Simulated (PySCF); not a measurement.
SMILES CN(C)C1=CC=CC12CCC2, C₁₀H₁₅N

Geometry:
```
atom   x (Å)   y (Å)   z (Å)
  C1   1.692  -1.306  -0.005
  N2   1.464   0.089  -0.285
  C3   2.651   0.893  -0.406
  C4   0.335   0.734   0.174
  C5   0.223   2.060   0.484
  C6  -1.181   2.368   0.731
  C7  -1.929   1.260   0.575
  C8  -1.044   0.100   0.218
  C9  -1.476  -0.711  -1.043
 C10  -1.939  -1.878  -0.150
 C11  -1.343  -1.170   1.083
 H12   1.985  -1.501   1.047
 H13   2.502  -1.675  -0.652
 H14   0.803  -1.909  -0.227
 H15   2.437   1.790  -1.006
 H16   3.048   1.231   0.574
 H17   3.437   0.316  -0.913
 H18   1.031   2.789   0.519
 H19  -1.550   3.356   1.015
 H20  -3.003   1.156   0.735
 H21  -2.245  -0.224  -1.658
 H22  -0.620  -0.951  -1.691
 H23  -1.513  -2.864  -0.392
 H24  -3.032  -1.993  -0.102
 H25  -2.043  -0.978   1.909
 H26  -0.453  -1.651   1.507
```

Computed, not measured: TDDFT CAM-B3LYP/def2-SVP circular dichroism and optical rotation, one conformer, gas phase in PySCF 2.14.0. Geometry: PBE0-D3(BJ)/def2-SVP.

States above about 6.1 eV (minus the energy of the highest occupied orbital) lie near or above the ionisation threshold and depend on the basis. No stereocentre is labelled: unless the shape is locked (an allene, a helicene, a hindered biaryl), the mirror image is equally populated and a measured rotation or CD is zero.

(1) Draw the ECD and absorption spectra from the lowest 12 states, each a Gaussian of half-width 0.25 eV at 1/e height.

Results:

(1) 
```csv
E (eV),λ (nm),Δε (L mol⁻¹ cm⁻¹),ε (L mol⁻¹ cm⁻¹)
3.70,335,-0.06,163
3.85,322,-0.47,1250
4.00,310,-1.76,4690
4.15,299,-3.21,8540
4.30,288,-2.85,7580
4.45,278,-1.23,3270
4.60,269,-0.26,687
4.75,261,-0.03,70.3
4.90,253,0.00,3.5
5.05,245,0.00,0.085
5.20,238,0.00,0
5.35,232,+0.01,0.57
5.50,225,+0.25,10.3
5.65,219,+2.18,89.7
5.80,214,+9.30,382
5.95,208,+19.26,794
6.10,203,+19.26,822
6.25,198,+8.96,584
6.40,194,+3.52,1040
6.55,189,+9.55,2610
6.70,185,+17.75,4080
6.85,181,+21.85,4200
7.00,177,+26.55,3820
7.15,173,+25.04,3450
7.30,170,+14.53,4520
7.45,166,+0.84,11000
7.60,163,-25.00,21800
```
Δε uses R in velocity form, ε uses f in length form. Only the states computed contribute, so the short-wavelength end is incomplete.
